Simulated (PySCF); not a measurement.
C2H8N2Si, SMILES N(=C\C)/[SiH2]N.

Geometry optimised at B3LYP-D3(BJ)/def2-SVP. The structure was generated by enumeration; whether it is a known compound was not checked. One conformer was computed; it need not be the lowest.

All values below come from TDA-B3LYP/def2-SVPD run with PySCF 2.14.0.

Vertical excitations. Isolated molecule, no solvent.

Computed lowest excited states:
| state | energy (eV) | λ (nm) | f | main pairs |
|---|---|---|---|---|
| S1 | 4.30 | 288 | 0.000 | HOMO→LUMO 98 % |
| S2 | 5.80 | 214 | 0.044 | HOMO−1→LUMO 95 % |
| S3 | 6.13 | 202 | 0.006 | HOMO→LUMO+1 95 % |
| S4 | 6.43 | 193 | 0.048 | HOMO→LUMO+2 94 % |
| S5 | 6.71 | 185 | 0.030 | HOMO−1→LUMO+1 94 % |
| S6 | 7.02 | 177 | 0.043 | HOMO→LUMO+3 96 % |
| S7 | 7.24 | 171 | 0.046 | HOMO−2→LUMO 39 %, HOMO→LUMO+4 32 %, HOMO−3→LUMO 24 % |
| S8 | 7.31 | 170 | 0.208 | HOMO→LUMO+4 61 %, HOMO−2→LUMO 20 %, HOMO−3→LUMO 11 % |
| S9 | 7.45 | 167 | 0.014 | HOMO−1→LUMO+2 91 % |
| S10 | 7.66 | 162 | 0.011 | HOMO→LUMO+5 88 % |
| T1 | 3.73 | 333 | 0 | HOMO→LUMO 95 % |
| T2 | 4.96 | 250 | 0 | HOMO−2→LUMO 56 %, HOMO−1→LUMO 27 %, HOMO−3→LUMO 9 % |
| T3 | 5.64 | 220 | 0 | HOMO−1→LUMO 61 %, HOMO−2→LUMO 23 % |
| T4 | 5.98 | 207 | 0 | HOMO→LUMO+1 89 % |
Triplets are in the Tamm–Dancoff approximation.
